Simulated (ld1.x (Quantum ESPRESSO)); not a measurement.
**Ge (Z = 32): one change to an RRKJ potential, before and after**

| Item | Value |
| --- | --- |
| Element | Ge (Z = 32) |
| Generator | ld1.x (Quantum ESPRESSO) 7.5 |
| Type | norm-conserving RRKJ (Kleinman–Bylander form) |
| Functional | PBE |
| Relativity | scalar-relativistic |
| Frozen core | [Ne] 3s2 |
| Valence charge | 20 |
| Reference configuration | 3p6 3d10 4s2 4p0 (charge +2) |
| Partial waves | 3p (bound): rc 0.60 bohr; 3d (bound): rc 1.10 bohr; 4s (bound): rc 1.60 bohr |
| Local potential | the s channel |
| Core correction | none |
| rho0 | 0.02 |

Change: all radii scaled by about 1.06 (s 1.70, p 0.64, d 1.16 bohr).

Cutoffs: the cutoffs (Ry, on a coarse ladder) from which the occupation-weighted sum of valence levels, in a spherical-Bessel basis at the reference potential, stays within 10 and 1 mRy of its value at 400 Ry; they do not see the model core or the augmentation charge, which bear on the density cutoff. Errors are all-electron minus pseudo energies relative to the spin-unpolarised reference configuration.

Q: How do hardness, ghosts and transferability respond?

A: The errors of the 7 common tests hardly move; neither file shows a bound ghost at the reference potential, the only one tested.

| quantity | base | changed |
| --- | --- | --- |
| cutoff, loose | over 300 Ry | over 300 Ry |
| cutoff, tight | over 300 Ry | over 300 Ry |
| loose cutoff by channel (10 mRy a level) | p over 300 Ry, d 140 Ry, s 15 Ry | p 300 Ry, d 120 Ry, s 15 Ry |
| bound ghosts | none | none |
| error for 3p6 3d10 4s2 4p2, meV [ΔE -22.88 eV] | -3130 | -3130 |
| error for 3p6 3d10 4s2 4p1, meV [ΔE -15.44 eV] | -2108 | -2107 |
| error for 3p6 3d10 4s1 4p0, meV [ΔE 34.79 eV] | -3.5 | -3.2 |
| error for 3p6 3d10 4s0 4p4, meV [ΔE -6.69 eV] | -8092 | -8092 |
| error for 3p5 3d10 4s2 4p2, meV [ΔE 102.80 eV] | -6893 | -6984 |
| error for 3p6 3d10 4s2 4p2.3, meV [ΔE -23.77 eV] | -3259 | -3259 |
| error for 3p6 3d10 4s1 4p3, meV [ΔE -14.91 eV] | -5402 | -5402 |

Base: These tests converged, but a pseudo level misses the all-electron one widely, so the file describes the atom poorly there or has found another state: 3p6 3d10 4s2 4p2: 3d by 2.4 eV; 3p6 3d10 4s1 4p0: empty 4p by 3.6 eV; 3p6 3d10 4s0 4p4: 3d by 4.6 eV; 3p5 3d10 4s2 4p2: 3d by 4.4 eV; 3p6 3d10 4s2 4p2.3: 3d by 2.7 eV; 3p6 3d10 4s1 4p3: 3d by 3.5 eV. Changed file: These tests converged, but a pseudo level misses the all-electron one widely, so the file describes the atom poorly there or has found another state: 3p6 3d10 4s2 4p2: 3d by 2.4 eV; 3p6 3d10 4s1 4p0: empty 4p by 3.6 eV; 3p6 3d10 4s0 4p4: 3d by 4.7 eV; 3p5 3d10 4s2 4p2: 3d by 4.3 eV; 3p6 3d10 4s2 4p2.3: 3d by 2.7 eV; 3p6 3d10 4s1 4p3: 3d by 3.5 eV.
